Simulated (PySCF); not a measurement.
# Br3: from structure and modes to constants

All numbers come from UPBE in PySCF with Br def2-TZVP; no relativity; density-fitted integrals.

The quartet minimum has D3h symmetry. Masses (u): Br 78.91834.

```xyz
3
charge 0 multiplicity 4, angstrom
Br    0.8254   -1.4297    0.0000
Br   -1.6509    0.0000    0.0000
Br    0.8254    1.4297    0.0000
```

Harmonic wavenumbers (cm⁻¹): 128.2 (e', ×2), 176.9 (a1', ×1).

What is the harmonic zero-point energy?

Half the sum of all 3 wavenumbers, 433/2 = 217 cm⁻¹, which is 2.6 kJ/mol (1 cm⁻¹ = 0.0119627 kJ/mol).

Find the vibrational entropy and heat capacity at 298.15 K.

With u = 1.43878 ω/T, each mode gives S = R[u/(eᵘ−1) − ln(1−e⁻ᵘ)] and C = R u² eᵘ/(eᵘ−1)².
| ω (cm⁻¹) | u | S (J/(mol K)) | C (J/(mol K)) |
| --- | --- | --- | --- |
| 128.2 (×2) | 0.618 | 12.44 | 8.05 |
| 176.9 | 0.853 | 9.88 | 7.83 |
The sums over all modes are S = 34.8 and C = 23.9 J/(mol K); the softest mode gives 36 % of the entropy (each member, where degenerate).

Give the standard entropy (298.15 K, 1 bar) by its translational, rotational, vibrational and spin parts, and Cp.

Sackur–Tetrode with M = 236.76 u gives 177.0; rotation with symmetry number 6 gives 108.5; vibration 34.8; spin R ln 4 = 11.5. The total is 331.9 J/(mol K), and Cp = 4 R + 23.9 = 57.2 J/(mol K).

This need not be the most stable arrangement of these atoms.
